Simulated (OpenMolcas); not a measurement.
**Si2H6O2 (SMILES O[SiH2][SiH2]O): the vertical energy of the triplet above the singlet, rung by rung**

The species is Si2H6O2 (10 atoms), meant as a singlet with charge 0. As SMILES, `O[SiH2][SiH2]O`. The shape is that of a PBE0-D4/def2-TZVP optimisation. This is one conformer, not always the lowest.

Quantity: the vertical energy of the triplet above the singlet, in eV. The values are calculated.

```csv
level,kind,program,value (eV),less CCSD(T)/6-31G*,CPU time (all runs)
HF/6-31G* (spherical functions),Hartree–Fock,OpenMolcas,5.53,+0.39,9.8 s
SVWN5/6-31G* (spherical functions),LDA,OpenMolcas,4.18,-0.96,33 s
BLYP/6-31G* (spherical functions),GGA,OpenMolcas,4.33,-0.81,52 s
M06-L/6-31G* (spherical functions),meta-GGA,OpenMolcas,4.87,-0.27,71 s
TPSS/6-31G* (spherical functions),meta-GGA,OpenMolcas,4.45,-0.69,78 s
B3LYP/6-31G* (spherical functions),global hybrid,OpenMolcas,4.73,-0.41,52 s
M06-2X/6-31G* (spherical functions),hybrid meta-GGA,OpenMolcas,5.05,-0.09,72 s
"CCSD(T)/6-31G* (spherical functions), open shells restricted",coupled cluster or CI,OpenMolcas,5.14,0.00,50 s
```

CCSD(T)/6-31G* (spherical functions), open shells restricted is the highest level here, not the true value. The values span 4.18 to 5.53 eV. Times are those of the runs behind each value, whatever else they computed, on shared processors of several kinds: orders of magnitude only.
